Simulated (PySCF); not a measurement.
# How methods differ on the ionisation energy of Os(37+)

Os(37+) [Kr] 4d3 [4d3/2^3, M_J = 3/2] → Os(38+) [Kr] 4d2 [4d3/2^2, M_J = 2], as a difference of total energies. All numbers are calculated (PySCF 2.14, the two-component X2C-1e Hamiltonian, in an uncontracted even-tempered set (17 s from 4.1 bohr⁻², ratio 2.8; 14 p from 5.4 bohr⁻², ratio 2.8; 9 d from 5.4 bohr⁻², ratio 2.8; 3 f from 20 bohr⁻², ratio 3)). Correlated levels: [Ar] 3d10 frozen; the 92 highest virtual spinors dropped. "Screened" scales the spin-orbit matrix elements by Boettger's factors to mimic the two-electron term; Breit and QED terms are absent.

```tsv
method	ionisation energy (eV)
GHF (spin-free)	1653.4
GMP2 (spin-free)	1653.4
GHF (screened spin-orbit)	1661.1
GMP2 (screened spin-orbit)	1661.7
```

Breit and QED terms and the two-electron picture change are absent.

The spin-free rows relax to the high-spin LS determinant and lack the spin-orbit shift.

The labels give the starting determinants; with spin-orbit coupling the two ends relaxed to ⟨J²⟩ = 3.78, ⟨L²⟩ = 7.87, ⟨S²⟩ = 2.16 and ⟨J²⟩ = 6.02, ⟨L²⟩ = 10.24, ⟨S²⟩ = 1.59.

For comparison: 1660 ± 4 eV (theoretical estimate listed by NIST; NIST Atomic Spectra Database, ionization energies).
